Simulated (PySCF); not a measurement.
Compound: C₅H₇FN (doublet state).
Z-matrix (Å and degrees, GFN2-xTB geometry), rows numbered from 1:
```
C 
C   1  1.3513
C   2  1.4021  1  123.73
N   3  1.3374  2  119.33  1   179.96
C   4  1.2679  3  125.30  2   179.90
C   5  1.4808  4  124.29  3   179.95
F   5  1.3764  4  121.93  3    -0.00
H   1  1.0748  2  121.73  3   179.96
H   1  1.0769  2  121.22  3    -0.07
H   2  1.0814  1  120.32  3  -179.95
H   3  1.0891  2  119.58  1     0.02
H   6  1.0866  5  109.92  4  -179.89
H   6  1.0894  5  110.01  4   -59.06
H   6  1.0893  5  110.01  4    59.30
```

The hyperfine couplings belong to this conformer and change with its torsions.

The species is `C=C/C=N/[C](C)F` [radical].

Theory: UKS B3LYP, pcH-1 on C F H N, non-relativistic, mean-field spin-orbit, GIAO (PySCF 2.14.0). The structure is a single GFN2-xTB conformer in the gas phase; no vibrational or solvent corrections. GFN2-xTB frequencies show an imaginary mode (109i cm⁻¹), so this geometry is no minimum at that level. A GFN2-xTB geometry isn't a minimum of the functional, and hyperfine couplings can be far from their values at a DFT geometry. Stability of the SCF solution: not tested. ⟨S²⟩ is 0.784 where a pure state has 0.75.

Question: Break the g tensor into its mass correction, gauge correction and orbital-Zeeman/spin–orbit terms.

Answer: 
```tsv
Δg (ppm)	1	2	3
relativistic mass correction	-157	-157	-157
gauge correction	3	39	38
orbital Zeeman/spin–orbit	-47	625	1020
total	-202	507	901
```

So g = 2.00212, 2.00283, 2.00322 and g_iso = 2.00272; the tensor is rhombic: the two nearest values differ by 36 % of g3 − g1. Axes: g3 points within 1° of the N4–C5 bond.

Question: What are the electron Larmor frequencies g μB B/h along the three axes at 3350 mT?

Answer: 93.8741, 93.9074, 93.9258 GHz for g1, g2 and g3, a range of 51.7 MHz.

Question: At 9.445 GHz, how far is the centre of the isotropic spectrum from where a free electron (g = 2.002319) resonates?

Answer: B = hν/(g μB) with μB/h = 13.99624 MHz/mT gives 337.02 mT for the free electron and 336.95 mT at g_iso, 0.07 mT lower.

Question: In a frozen sample, at which fields do the three g values resonate at 9.5, 34, 94 and 263 GHz (hyperfine left aside), and which band first spreads them over more than twice a line width of 0.3 mT?

Answer: 
| band | GHz | B(g3) mT | B(g2) mT | B(g1) mT | spread mT |
| --- | --- | --- | --- | --- | --- |
| X | 9.5 | 338.83 | 338.90 | 339.02 | 0.19 |
| Q | 34.0 | 1212.66 | 1212.90 | 1213.33 | 0.67 |
| W | 94.0 | 3352.64 | 3353.31 | 3354.49 | 1.85 |
| J | 263.0 | 9380.27 | 9382.12 | 9385.44 | 5.17 |

The spread grows in proportion to the frequency. Q band is the first where it exceeds 0.6 mT.

The Mulliken spin populations are largest on C3 (+0.55), C1 (+0.51), C5 (+0.36) and C2 (-0.23). Three atoms exceed +0.15. The angles at C3 add up to 360.0°, so it is planar.

The HOMO–LUMO gaps are 4.83 eV among the α and 5.12 eV among the β orbitals.

Time: 38 s (grids of density and orbitals included); peak memory 0.85 GiB. Hardware: one thread of an Arm Neoverse V2, no GPU, on a shared host.

The SMILES draws the unpaired electron on C5; the largest computed Mulliken spin population is on C3 (0.55 against 0.36).
